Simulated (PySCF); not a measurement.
**Worked example: dipole moment from atomic charges**

SnHCl₂Br, SMILES [Cl][SnH]([Br])[Cl]. Atoms are numbered in the order given.

```xyz
5

Sn    -0.4081     0.4449     0.0000
Cl    -1.4118    -0.5081     1.8745
Cl    -1.4118    -0.5081    -1.8745
Br     1.9719    -0.2029     0.0000
H     -0.6108     2.1329     0.0000
```
Charge 0, spin multiplicity 1.

Coordinates come from a PBE0-D3(BJ)/def2-SVP optimisation. The structure was generated by enumeration; whether it is a known compound was not checked. The def2 effective core potentials stand for the cores of Sn; spin–orbit coupling is left out.

Charges (e) from r2SCAN/def2-TZVP run with PySCF:

```tsv
atom	ESP fit	Mulliken
Sn1	0.169	0.936
Cl2	-0.104	-0.330
Cl3	-0.104	-0.330
Br4	-0.063	-0.285
H5	0.102	0.009
```

The dipole moment of the full density is 1.98 D.

What dipole moment does each set of point charges give, and which comes closer to that of the density?


μ = Σ q r, and 1 e Å = 4.8032 D.
ESP fit: Σ q r = (0.038, 0.411, 0.000) e Å, |μ| = 1.98 D.
Mulliken: Σ q r = (-0.018, 0.829, 0.000) e Å, |μ| = 3.98 D.
ESP fit comes closer in size. Point charges leave out the atoms' own dipoles (lone pairs, polarised bonds); fits to the potential absorb them, partitions of the density don't.
